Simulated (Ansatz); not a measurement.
Born–Oppenheimer molecular dynamics of CH$_{8}$GeSi (11 atoms, charge 0, multiplicity 1). It starts at the highest image of a converged band, a first-order saddle point between two minima.

The calculation used RKS B3LYP-D4/def2-SVP in Ansatz 0.2.0.

```json
{
  "ensemble": "NVE (velocity Verlet)",
  "time step": "0.5 fs",
  "steps asked": "200",
  "starting velocities drawn for": "100 K",
  "seed": "9711"
}
```

First frame:

```xyz
11
Properties=species:S:1:pos:R:3
Si -0.071 0.445 0.777
Ge 1.126 0.958 -1.337
H -0.536 1.001 -0.870
H 0.868 2.396 -1.885
H 0.598 0.014 -2.465
H -1.323 1.153 1.188
H 0.937 0.822 1.815
C -0.353 -1.412 0.700
H 0.576 -1.948 0.455
H -0.711 -1.768 1.680
H -1.111 -1.662 -0.057
```

(1) What does the run give?

(2) What happens to the structure?

(3) How do temperature and energy run in time?

## Answers

(1) The run went to its last step.

```
steps done                                               : 200
time covered                                             : 100 fs
mean temperature over the second half                    : 267 K
spread of the potential energy over the second half      : 3.8 meV per atom
mean potential energy of the second half above the start : -17.7 meV per atom
```

The conserved energy stayed within 0.033 meV per atom of its start (net change 0.021 meV per atom), so the integration is sound. The kinetic energy rose, since the run started high on the potential surface and went downhill. It ends in pieces (CH6Si + GeH2), so much of that is their flight and rotation, not heat. A run of 0.1 ps of so small a system gives no equilibrium averages. The orbitals stay closed-shell, which can raise the energy where a bond breaks towards radicals; this wasn't checked here.

(2) Between its relaxed ends the band would form Si1–H3 and break Si1–Ge2, Ge2–H3. These pairs go: Si1–H3 1.80 → 1.54 Å, Si1–Ge2 2.48 → 3.34 Å, Ge2–H3 1.73 → 2.08 Å. In the last frame they stand as after the step (other bonds may differ from the relaxed reactants and products). It ends as CH6Si + GeH2. Pairs count as bonded within 1.25 times the sum of covalent radii (0.12 Å more for H–H). This is one draw of velocities; another would differ in detail.

(3) 
```json
{"time (fs)": "0", "T (K)": "100", "potential energy less start (eV)": "0.000", "conserved less start (meV/atom)": "0.00"}
{"time (fs)": "5", "T (K)": "52", "potential energy less start (eV)": "0.056", "conserved less start (meV/atom)": "0.02"}
{"time (fs)": "10", "T (K)": "45", "potential energy less start (eV)": "0.064", "conserved less start (meV/atom)": "0.02"}
{"time (fs)": "15", "T (K)": "63", "potential energy less start (eV)": "0.043", "conserved less start (meV/atom)": "0.01"}
{"time (fs)": "20", "T (K)": "56", "potential energy less start (eV)": "0.052", "conserved less start (meV/atom)": "0.02"}
{"time (fs)": "25", "T (K)": "69", "potential energy less start (eV)": "0.036", "conserved less start (meV/atom)": "0.02"}
{"time (fs)": "30", "T (K)": "57", "potential energy less start (eV)": "0.050", "conserved less start (meV/atom)": "0.03"}
{"time (fs)": "35", "T (K)": "102", "potential energy less start (eV)": "-0.002", "conserved less start (meV/atom)": "0.02"}
{"time (fs)": "40", "T (K)": "122", "potential energy less start (eV)": "-0.025", "conserved less start (meV/atom)": "0.02"}
{"time (fs)": "45", "T (K)": "118", "potential energy less start (eV)": "-0.020", "conserved less start (meV/atom)": "0.03"}
{"time (fs)": "50", "T (K)": "169", "potential energy less start (eV)": "-0.080", "conserved less start (meV/atom)": "0.02"}
{"time (fs)": "55", "T (K)": "218", "potential energy less start (eV)": "-0.137", "conserved less start (meV/atom)": "0.02"}
{"time (fs)": "60", "T (K)": "228", "potential energy less start (eV)": "-0.149", "conserved less start (meV/atom)": "0.02"}
{"time (fs)": "65", "T (K)": "258", "potential energy less start (eV)": "-0.184", "conserved less start (meV/atom)": "0.02"}
{"time (fs)": "70", "T (K)": "285", "potential energy less start (eV)": "-0.215", "conserved less start (meV/atom)": "0.02"}
{"time (fs)": "75", "T (K)": "310", "potential energy less start (eV)": "-0.244", "conserved less start (meV/atom)": "0.01"}
{"time (fs)": "80", "T (K)": "294", "potential energy less start (eV)": "-0.226", "conserved less start (meV/atom)": "0.01"}
{"time (fs)": "85", "T (K)": "280", "potential energy less start (eV)": "-0.209", "conserved less start (meV/atom)": "0.02"}
{"time (fs)": "90", "T (K)": "307", "potential energy less start (eV)": "-0.240", "conserved less start (meV/atom)": "0.01"}
{"time (fs)": "95", "T (K)": "290", "potential energy less start (eV)": "-0.221", "conserved less start (meV/atom)": "0.02"}
{"time (fs)": "100", "T (K)": "260", "potential energy less start (eV)": "-0.186", "conserved less start (meV/atom)": "0.02"}
```

Time of the run: 14 min on 2 threads of Arm Neoverse N1, on a shared host, peak memory 0.24 GiB.
